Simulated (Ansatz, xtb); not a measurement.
**A geometry optimisation of FGeH2Si with r2SCAN-D4/def2-SVP**

The starting geometry of this gas-phase doublet has its atoms placed at random.

```yaml
atoms:
  - { symbol: F, position_ang: [1.5799, -1.1846, -0.5730] }
  - { symbol: Ge, position_ang: [-0.1263, 0.8466, 1.1841] }
  - { symbol: Si, position_ang: [0.4401, -0.6009, -1.7982] }
  - { symbol: H, position_ang: [-0.2500, 1.9422, -0.2025] }
  - { symbol: H, position_ang: [-0.0648, 1.0440, -0.9862] }
```

**Question.** One run relaxed it with r2SCAN-D4/def2-SVP. What is a likely outcome?

**Answer.** It ends as a structure with H5 bridging Si3 and Ge2, given below by its coordinates. Distances that change by over a tenth: Ge2–H4 (1.77 → 1.59 Å). Contacts that close: Ge2–Si3 (3.36 → 2.34 Å), Ge2–H5 (2.18 → 1.77 Å), Si3–H5 (1.90 → 1.75 Å).

The energy falls by 2.82 eV over 16 steps:

```tsv
step	E − E(last) (eV)
1	2.821
3	1.300
4	1.052
6	0.522
8	0.191
9	0.117
11	0.011
13	0.001
14	0.000
16	0.000
```

Final geometry (Å):

```yaml
atoms:
  - { symbol: F, position_ang: [1.3743, -1.4930, -1.0437] }
  - { symbol: Ge, position_ang: [0.1279, 1.0845, 0.6959] }
  - { symbol: Si, position_ang: [0.1056, -0.4607, -1.0668] }
  - { symbol: H, position_ang: [-0.9952, 1.8699, -0.1032] }
  - { symbol: H, position_ang: [0.9663, 1.0466, -0.8582] }
```

From the same start GFN2-xTB ends elsewhere, differing in Si3–H5 (2.67 against 1.75 Å here).

From so rough a start the end depends on the optimiser's path, so another program may land elsewhere. The end wasn't checked by frequencies. Open shells are spin-unrestricted. Run with Ansatz 0.2.0, 67 s on 1 thread of Intel(R) Xeon(R) 6975P-C (Granite Rapids) (shared host).
